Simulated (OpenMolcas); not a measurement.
## Rh5+ in a point-charge field

Rh5+ among 6 point charges of -1.7 e arranged as a tetragonal octahedron (D4h), 2.08 Å from the ion, with the axial distance 2.018 Å.

```yaml
Program: OpenMolcas 26.06
Method: CASSCF
Basis: ANO-RCC-VTZP [7s6p4d2f1g]
Scalar_Hamiltonian: DKH2, point nucleus
Active_space: 4 electrons in 5 orbitals (4d)
State_averaging: 2S+1 = 5 even, 5 roots; 2S+1 = 3 even, 45 roots; 2S+1 = 1 even, 50 roots
Spin-orbit_coupling: state interaction with AMFI integrals over the reference wave functions
```

The lowest spin-free states (labels of D4, the rotations of D4h), above the lowest:

```
State  Degeneracy  E (cm-1)  Free-ion L (%)
  5A1           1       0.0         D (100)
  5B1           1      1253         D (100)
   5E           2      4376         D (100)
  5B2           1      5040         D (100)
  3A2           1     19860          H (67)
   3E           2     20193          H (72)
  3A1           1     22020          H (95)
  3B1           1     22577          H (97)
  3B2           1     23641          H (64)
   3E           2     23681          H (44)
  3A2           1     23909          H (50)
   3E           2     23968          H (68)
  3B1           1     25694          F (99)
   3E           2     26609          H (64)
  3A2           1     26720          H (62)
  3A1           1     26966          G (99)
   3E           2     27704          F (59)
  3B2           1     28144          F (58)
  3A1           1     28897          G (89)
  3B1           1     29016          G (96)
```

The lowest levels with spin-orbit coupling:

```
E (cm-1)  Degeneracy  Label  2S+1               g
     0.0           1     A1     5                
   281.6           2      E     5  0.00 0.00 3.79
   822.2           1     B1     5                
   859.9           1     B2     5                
    1298           1     A2     5                
    1494           1     A1     5                
    1919           2      E     5  0.00 0.00 1.90
    2134           1     B1     5                
    4785           2      E     5  0.00 0.00 5.12
    5087           1     B2     5                
    5118           1     A2     5                
    5288           2      E     5  0.00 0.00 3.44
    5560           1     A1     5                
    6097           2      E     5  0.00 0.00 3.15
    6169           1     B1     5                
    6656           1     A2     5                
    6679           1     A1     5                
    6922           2      E     5  0.00 0.00 6.38
    6927           1     B2     5                
   19309           1     A1     3
```

Powder χT (cm3 K/mol): 0.0135 at 2 K, 0.0674 at 10 K, 0.337 at 50 K, 0.661 at 100 K, 1.09 at 200 K, 1.32 at 300 K. The effective moment at 300 K is 2.828 √(χT) = 3.25 μB.

The lowest level has 2S+1 = 5, for which the spin-only value is χT = S(S+1) / 2 = 3.000 cm3 K/mol (g = 2). The computed 1.323 at 300 K differs by -1.677, through orbital momentum, spin-orbit coupling and any other state in reach.

Without dynamic correlation the repulsion within the d shell is too large (B by tens of per cent), so at a given field states of lower spin stand too high. Point charges give a weaker field than real ligands, and real ions of this kind are as a rule low spin; the high spin found here belongs to the model. This is an electrostatic model: the charges have no orbitals. No measured value stands beside these numbers.

With an even number of electrons the g values are those of a degenerate or nearly degenerate non-Kramers pair.
